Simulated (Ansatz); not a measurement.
This geometry of C2H8BCl2N (14 atoms, charge 0, multiplicity 1) is a first-order saddle point.

Method: RKS revPBE-D4/6-31G* (Ansatz 0.2.0).

```xyz
14
Properties=species:S:1:pos:R:3
B -0.054 0.545 -0.200
Cl -0.086 -0.718 2.273
C 1.345 0.072 -0.712
H 1.292 -0.955 -1.106
H 1.674 0.726 -1.545
H 2.118 0.104 0.072
Cl -1.573 0.095 -0.995
N -0.207 1.661 0.828
H -1.113 2.142 0.773
C 0.923 2.593 1.084
H 1.786 2.001 1.419
H 1.189 3.154 0.175
H 0.640 3.293 1.884
H -0.260 0.832 1.722
```

(1) Which two structures does it join? (They come from a converged band through this point; their orientation in space is the band's.)

(2) How far does it lie above each of them?

## Answers

(1) Bonds broken: B1–Cl2, N8–H14. Bonds formed: Cl2–H14. C2H8BCl2N becomes C2H7BClN + ClH.

Image 0:

```xyz
14
Properties=species:S:1:pos:R:3
B 0.084 0.168 0.260
Cl 0.458 -0.776 1.833
C 1.275 0.159 -0.806
H 1.394 -0.860 -1.210
H 1.074 0.824 -1.668
H 2.247 0.445 -0.365
Cl -1.578 -0.314 -0.474
N -0.225 1.705 0.782
H -0.623 2.217 -0.018
C 0.927 2.461 1.364
H 1.345 1.856 2.180
H 1.685 2.594 0.581
H 0.594 3.440 1.740
H -0.984 1.628 1.475
```

Image 10:

```xyz
14
Properties=species:S:1:pos:R:3
B 0.013 0.747 -0.468
Cl -0.335 -0.240 3.094
C 1.369 0.083 -0.914
H 1.295 -1.016 -0.835
H 1.557 0.300 -1.983
H 2.252 0.411 -0.341
Cl -1.523 0.196 -1.230
N -0.133 1.743 0.538
H -1.065 2.148 0.657
C 0.932 2.532 1.173
H 1.886 1.993 1.092
H 1.041 3.518 0.686
H 0.712 2.684 2.243
H -0.328 0.448 1.960
```

(2) 120.3 kJ/mol above the first and 46.3 kJ/mol above the second. This is the barrier of this one path; another mechanism may lie lower. The orbitals stay closed-shell, which can raise the energy where a bond breaks towards radicals; this wasn't checked here.

Run time: 2.8 min on 4 threads of Intel(R) Xeon(R) Platinum 8488C (Sapphire Rapids), on a shared host, peak memory 0.2 GiB.
